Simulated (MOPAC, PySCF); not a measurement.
C7H13BS, SMILES `B[C@@H]1C[C@@H]2C[C@H]1[C@H](S)C2`, neutral singlet in the gas phase. 

Cartesian coordinates (Å):
SMILES: B[C@@H]1C[C@@H]2C[C@H]1[C@H](S)C2
```xyz
22

B     -2.1117     1.4605    -0.8723
C     -0.9057     0.5171    -0.6540
C     -1.1610    -0.9580    -0.2351
C     -0.1330    -1.1754     0.8825
C     -0.1271     0.1983     1.5681
C      0.2274     0.9688     0.2900
C      1.5486     0.2728    -0.0853
S      2.0234     0.6209    -1.8109
C      1.2689    -1.2153     0.2549
H     -3.1751     1.0146    -1.2459
H     -1.9869     2.6617    -0.7685
H     -0.5367     0.5533    -1.7126
H     -1.0234    -1.6685    -1.0641
H     -2.1860    -1.0953     0.1443
H     -0.3548    -2.0379     1.5274
H      0.6336     0.2917     2.3594
H     -1.1073     0.4834     1.9823
H      0.3233     2.0594     0.3829
H      2.3469     0.6721     0.5578
H      3.1151    -0.1731    -1.8271
H      1.3031    -1.8549    -0.6396
H      2.0184    -1.5962     0.9658
```
Charge 0, multiplicity 1.

All levels are single points at this geometry (PBE0-D3(BJ)/def2-SVP); Pople sets use spherical d functions. Orbital energies aren't observables, and empty levels follow the basis.

BP86/6-31G* in PySCF gives gap (eV) = 3.58.

Problem. Estimate the gap (eV) from each of these levels: PBE-D3(BJ)/def2-TZVP in PySCF; PBE0-D3(BJ)/def2-TZVP in PySCF; ωB97X-D3(BJ)/def2-TZVP in PySCF; B3LYP/6-311+G** in PySCF; B3LYP/LANL2DZ in PySCF; PBE/6-31G* in PySCF; HF/6-31G* in PySCF; HF/STO-3G in PySCF; AM1 in MOPAC; PM3 in MOPAC; PM6 in MOPAC; PM7 in MOPAC.

Solution. 
```csv
level,gap (eV)
PBE-D3(BJ)/def2-TZVP in PySCF,3.33
PBE0-D3(BJ)/def2-TZVP in PySCF,5.53
ωB97X-D3(BJ)/def2-TZVP in PySCF,10.09
B3LYP/6-311+G** in PySCF,5.07
B3LYP/LANL2DZ in PySCF,5.15
PBE/6-31G* in PySCF,3.55
HF/6-31G* in PySCF,12.55
HF/STO-3G in PySCF,14.13
AM1 in MOPAC,9.77
PM3 in MOPAC,9.61
PM6 in MOPAC,9.06
PM7 in MOPAC,8.53
```
